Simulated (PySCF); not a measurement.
**Frontier orbitals and the lowest excitations**

Species: (H2B-mu-AsH2)2.
Cartesian coordinates in Å at the PBE0-D3(BJ)/def2-SVP level; atoms count from 1:
```
atom  x, y, z in Å
B1     0.814   -0.599    1.146
H2     1.784   -0.036    1.603
H3     0.523   -1.663    1.650
As4    0.845   -0.693   -0.942
B5    -0.779    0.606   -1.137
H6    -1.756    0.083   -1.629
H7    -0.447    1.674   -1.607
As8   -0.836    0.666    0.950
H9     0.672   -2.067   -1.537
H10    2.123   -0.268   -1.617
H11   -0.716    2.031    1.577
H12   -2.111    0.184    1.594
```

Method used: TDDFT PBE0/def2-SVPD, vertical, gas phase, core orbitals frozen in the response (PySCF). The PBE0/def2-SVPD calculation is non-relativistic and has no spin–orbit coupling, an omission that weighs most on arsenic.

Kohn–Sham orbitals with the atoms that hold most of them (Löwdin shares over 4%, at most four atoms; ? is withheld):

```csv
orbital,ε (eV),atoms
HOMO-3,-8.92,"B5 18%, B1 18%, H2 9%, H7 9%"
HOMO-2,-8.52,"As4 26%, As8 26%, B5 10%, B1 10%"
HOMO-1,-8.28,?
HOMO,-7.50,"B5 21%, B1 21%, As4 16%, As8 15%"
LUMO,-0.36,?
LUMO+1,-0.22,"As8 16%, As4 16%, B1 12%, B5 12%"
LUMO+2,-0.15,"As4 19%, As8 19%, B1 17%, B5 17%"
```

(1) Which atoms hold the LUMO, and with what shares?

(2) Which atoms hold the HOMO-1, and with what shares?

(3) The HOMO–LUMO gap is 7.14 eV. Where does the response calculation put the lowest singlet, and from which orbitals?

(4) Give energy, strength and leading configuration of S1, S2, S4 and S7, and follow the Löwdin shares of the leading atoms from the occupied to the empty orbital.

Answers

(1) As8 (bonded to 2 B and 2 H) 22%; As4 (bonded to 2 B and 2 H) 22%; B5 (bonded to 2 As and 2 H) 9%; B1 (bonded to 2 As and 2 H) 9%. By element: arsenic 45%, boron 19%.

(2) As8 (bonded to 2 B and 2 H) 25%; As4 (bonded to 2 B and 2 H) 25%; B1 (bonded to 2 As and 2 H) 17%; B5 (bonded to 2 As and 2 H) 17%. By element: arsenic 50%, boron 35%.

(3) S1 is at 5.88 eV (f = 0.0000), 1.26 eV below the gap, made of HOMO→LUMO (98%). 

(4) 
- S1 (5.88 eV, f 0.0000), HOMO→LUMO (98%): B5 21% → 9%, B1 21% → 9%, As8 15% → 22%, As4 16% → 22%
- S2 (6.17 eV, f 0.0001), HOMO→LUMO+1 (99%): B5 21% → 12%, B1 21% → 12%, As8 15% → 16%, As4 16% → 16%
- S4 (6.42 eV, f 0.0000), HOMO-1→LUMO (94%): As8 25% → 22%, As4 25% → 22%
- S7 (6.98 eV, f 0.0000), HOMO-2→LUMO (96%): As4 26% → 22%, As8 26% → 22%

Orbitals of the list HOMO-3 to LUMO+2 that lie within 0.01 eV of each other are written together with a slash and their weights summed (≥ marks a lower bound); for degenerate orbitals outside that list single weights are arbitrary.

Löwdin shares depend on the basis, the more so with diffuse functions.

One conformer stands for the species.
